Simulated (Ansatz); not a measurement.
Computed with frozen-core CCSD(T)/def2-TZVPP // CAM-B3LYP-D3(BJ)/def2-SVP run with Ansatz (a first-principles code).

Ansatz 0.2 input:
```yaml
crystal:
  periodic: [false, false, false]
  atoms:
    - { symbol: Se, position_ang: [0.224257, -1.41691, -1.378666] }
    - { symbol: In, position_ang: [-1.785596, 0.26765, -0.589489] }
    - { symbol: Se, position_ang: [-0.19729, 1.541892, 1.241769] }
    - { symbol: In, position_ang: [1.887003, 0.202859, 0.074487] }
    - { symbol: H, position_ang: [0.00858, -2.365685, -0.278255] }
    - { symbol: H, position_ang: [-2.90367, -0.677952, 0.298234] }
    - { symbol: H, position_ang: [-1.94024, 1.385641, -1.876338] }
    - { symbol: H, position_ang: [-0.404018, 0.530392, 2.28662] }
    - { symbol: H, position_ang: [2.59066, -0.774842, 1.291564] }
    - { symbol: H, position_ang: [2.520314, 1.306957, -1.06993] }
basis:
  gaussian: { orbitals: def2-TZVPP }
correlation:
  method: ccsd_t
```

Output:

```
Functional definition: HF
2068 factors; integrals over basis functions are off by at most 9.0e-4 eV
mean field evaluation 1: about -140998.9154 eV, gradient 1.8e1 eV
mean field evaluation 2: about -140999.0192 eV, gradient 1.8e1 eV
mean field evaluation 4: about -141000.5248 eV, gradient 3.1e0 eV
mean field evaluation 8: about -141000.5601 eV, gradient 1.6e-1 eV
mean field evaluation 16: about -141000.2324 eV, gradient 7.5e0 eV
mean field -141000.56028782 eV, -5181.6750169649 hartree, gradient 1.1e-6 eV, S^2 0.000000; 0 other end points of the search recorded, 0 dependent functions left out
26 core orbitals not correlated
reference -141000.56028782 eV, -5181.6750169649 hartree; 32, 32 occupied and 222, 222 virtual orbitals, 2068 factors
second order -31.50570126 eV of doubles, -0.00000000 eV of singles
cycle   1  -31.08609067 eV  change    4.2e-1 eV  update   1.3e-1
cycle   2  -31.99102965 eV  change   -9.0e-1 eV  update   3.7e-2
cycle   3  -32.08648594 eV  change   -9.5e-2 eV  update   1.8e-2
cycle   4  -32.06461684 eV  change    2.2e-2 eV  update   4.6e-3
cycle   5  -32.06427230 eV  change    3.4e-4 eV  update   1.8e-3
cycle   6  -32.06434121 eV  change   -6.9e-5 eV  update   5.3e-4
cycle   7  -32.06397698 eV  change    3.6e-4 eV  update   1.8e-4
cycle   8  -32.06407756 eV  change   -1.0e-4 eV  update   6.8e-5
cycle   9  -32.06411749 eV  change   -4.0e-5 eV  update   2.2e-5
perturbative correction -1.08460641 eV, -0.0398585505 hartree
Total energy: -141033.70901172 eV, -5182.8932100991 hartree
```

Cost: about 60 core-minutes (a rough figure).
